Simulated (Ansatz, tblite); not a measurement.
Cost and result up the ladder for In₁₃As₁₃H₃₀, a nanocrystal cut from zinc blende InAs (hydrogen-capped) (56 atoms). The state is a singlet with charge 0. Geometry: r2SCAN-D4/def2-SVP.

Cartesian coordinates in Å:
```
In -1.596 -1.444 -2.625
In 2.086 0.750 -4.145
In -1.886 2.554 -4.771
In -2.669 2.075 -0.317
In 1.044 4.169 -1.902
In 2.407 -3.507 -2.001
In -1.280 -5.543 -0.689
In -2.376 -1.794 1.633
In 1.651 -3.847 2.135
In 1.164 0.204 0.228
In 0.188 3.781 2.782
In 0.473 0.025 4.675
In -3.514 1.822 4.146
As -0.483 0.262 -4.354
As -0.185 -3.697 -2.360
As 3.209 -1.678 -3.811
As -1.351 -0.237 -0.266
As 2.174 1.762 -1.678
As -1.463 3.475 -2.246
As -2.258 3.115 2.109
As 1.149 5.090 0.630
As 2.467 -2.117 0.275
As -0.897 -4.016 1.529
As -1.991 -0.416 3.890
As 1.715 -2.350 4.377
As 1.394 1.410 2.589
H -3.234 -1.787 -3.063
H 2.936 1.673 -5.329
H -3.551 2.124 -4.889
H -0.937 3.538 -5.829
H -4.359 1.904 -0.640
H 1.849 5.241 -2.988
H 3.432 -4.895 -2.020
H -2.975 -5.576 -1.003
H -0.164 -6.860 -0.593
H -4.052 -2.152 1.403
H 2.643 -5.249 2.295
H 0.529 4.642 4.239
H 0.826 0.725 6.212
H -5.103 1.429 3.605
H -3.023 2.598 5.610
H -0.548 -0.472 -5.680
H -0.258 -4.335 -3.734
H 3.202 -2.359 -5.163
H 4.712 -1.516 -3.713
H 3.635 1.993 -1.349
H -2.161 4.821 -2.207
H -2.936 4.471 2.043
H 0.519 6.466 0.629
H 2.561 5.552 0.925
H 3.923 -1.814 0.569
H -1.428 -4.859 2.672
H -2.495 -1.348 4.976
H 1.262 -3.236 5.517
H 3.152 -2.212 4.833
H 2.871 1.646 2.837
```

Ansatz on 11 threads of AMD EPYC 7R13 on a shared host and a whole NVIDIA H100 80GB HBM3; xTB runs through tblite on one thread. Times are rough, summed over both states, and most runs start from the orbitals of an earlier one. PBE0-D4/def2-SVP serves as the yardstick here, not as an exact answer. The other state is a doublet.

In the def2 sets In takes a core potential; there is no spin–orbit coupling. The xTB rows come from tblite. B3LYP takes the VWN-RPA correlation. Single mean-field runs in def2-SVP are fitted with def2-universal-jkfit.

Run but left out: PBE-D4/def2-SVP (charge +1 doublet: an occupied level 0.06 eV above an empty one).

Raw xTB energies of ions are shifted by several eV.

```tsv
level	functions	wall time
GFN2-xTB	264	2 s
GFN1-xTB	294	2.2 s
B3LYP-D4/def2-SVP (with forces)	904	77 s
PBE0-D4/def2-SVP (with forces)	904	1.8 min
```

(1) Estimate what each level gives for the vertical IE (eV).

Results:

(1) 
```csv
level,vertical IE (eV),difference from PBE0-D4/def2-SVP (eV)
GFN2-xTB,11.28,3.73
GFN1-xTB,10.35,2.80
B3LYP-D4/def2-SVP (with forces),7.47,-0.08
PBE0-D4/def2-SVP (with forces),7.55,0.00
```
